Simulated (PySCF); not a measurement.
Some computed properties have been withheld. Give your best values.

Compound: C7H12Si.
SMILES with atom numbers: `[CH3:1][CH2:2][CH2:3][SiH:4]1[CH:5]=[CH:6][CH:7]=[CH:8]1` (hydrogens: H9, H10, H11 on C1; H12, H13 on C2; H14, H15 on C3; H16 on Si4; H17 on C5; H18 on C6; H19 on C7; H20 on C8)

Conformer (atom-mapped SMILES and torsion angles): `[CH3:1][CH2:2][CH2:3][SiH:4]1[CH:5]=[CH:6][CH:7]=[CH:8]1`: C1–C2–C3–Si4 179°, C2–C3–Si4–C5 -70°.

```tsv
property	level	value
point group of the GFN2-xTB geometry	GFN2-xTB	C1
rotational constants A, B, C of the GFN2-xTB geometry	GFN2-xTB	?
dipole moment	PBE0/pcSseg-1	0.68 D
HOMO energy	PBE0/pcSseg-1	?
LUMO energy	PBE0/pcSseg-1	?
13C chemical shifts (computed TMS as zero) by class	GIAO PBE0/pcSseg-1	155.2 (C6/C7), 137.4 (C5/C8), 24.1 (C2), 21.5 (C1), 17.6 (C3) ppm
1H chemical shifts (computed TMS as zero) by class	GIAO PBE0/pcSseg-1	?
isotropic shieldings of nuclei other than C and H, by class	GIAO PBE0/pcSseg-1	?
```

The electronic properties come from PySCF, for the isolated species, density fitting. NMR classes are plain means over equivalent atoms (diastereotopic ones count apart unless rotation or inversion swaps them), as if these changed places fast; in this geometry the members of some classes differ.

**Question.** The HOMO energy?

**Answer.** -6.57 eV.

**Question.** Give the rotational constants A, B, C of the GFN2-xTB geometry.

**Answer.** 4.291, 0.844, 0.780 GHz.

**Question.** The LUMO energy?

**Answer.** -1.38 eV.

**Question.** The 1H chemical shifts (computed TMS as zero) by class?

**Answer.** 7.26 (H18/H19), 6.31 (H17/H20), 4.69 (H16), 1.53 (H12/H13), 1.15 (H9/H10/H11), 0.77 (H14/H15) ppm.

**Question.** Give the isotropic shieldings of nuclei other than C and H, by class.

**Answer.** 366 (Si4) ppm.

The dipole equals about 2.3 × 10⁻³⁰ C·m (1 D = 3.33564 × 10⁻³⁰ C·m). The rotational constants make it an asymmetric top with κ = (2B − A − C)/(A − C) = -0.96, nearer the prolate limit (−1).

One conformer stands for the species.
